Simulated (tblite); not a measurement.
A tight-binding relaxation on `C=CC[C@](C)(C=C)C(=O)Br`.

Computed with GFN2-xTB geometry optimisation, gas phase (tblite 0.8.0). Start geometry: from a force field or distance geometry. A driver script takes a list of jobs; this job's settings line and coordinates (Å) are shown.

Command:
```bash
OMP_NUM_THREADS=1 python probes_run.py task.json out
```

Input:
```
{"job": {"kind": "relax", "xc": "GFN2-xTB", "basis": "xTB"}, "charge": 0, "multiplicity": 1}
C      2.785600     0.584100    -0.739300
C      1.791500     0.629900     0.144100
C      1.051500    -0.579800     0.608200
C     -0.435600    -0.432600     0.290800
C     -0.555700    -0.287100    -1.177800
C     -0.959600     0.685500     1.094900
C     -2.025100     1.382100     0.717900
C     -1.216100    -1.651100     0.679000
O     -0.683700    -2.629200     1.171200
Br    -3.119200    -1.752300     0.400200
H      3.240300     1.550400    -0.976500
H      3.107000    -0.333000    -1.213300
H      1.495300     1.577000     0.612800
H      1.129800    -0.612300     1.714300
H      1.405900    -1.484200     0.142800
H      0.307600     0.282900    -1.594700
H     -0.434200    -1.313000    -1.614200
H     -1.524800     0.069400    -1.542500
H     -0.435500     0.955900     2.033900
H     -2.581700     1.172300    -0.177800
H     -2.351900     2.201700     1.366400
```

Output:
```
step      E/eV     max force
  0    -838.30073    3.449
  1    -838.44524    4.612
  2    -838.57046    1.099
  3    -838.61732    0.824
  4    -838.68436    0.596
  5    -838.70687    0.468
  6    -838.72468    0.296
  7    -838.73824    0.231
  8    -838.74443    0.211
  9    -838.74989    0.185
... (83 lines left out)
 93    -838.83211    0.042
 94    -838.83220    0.024
 95    -838.83230    0.023
 96    -838.83237    0.017
 97    -838.83244    0.015
 98    -838.83250    0.017
 99    -838.83254    0.015
100    -838.83260    0.018
101    -838.83264    0.015
102    -838.83266    0.010
```

«max force» is the largest atomic force in eV/Å.

From which step on does the largest force stay under 0.1 eV/Å, and how much energy is left to gain from there?

From step 35 (0.085 eV/Å), 18.1 meV above the end.

Summary of the converged run: energy lowered by 12.3 kcal/mol over 102 steps; largest atomic force 0.010 eV/Å at the end.

Time: 1.0 s. Hardware: one thread, Arm Neoverse V1 (aarch64), shared host with 32 logical CPUs at a one-minute load of 18.
Labels such as C1 count atoms from 1, the log's own numbers from 0.
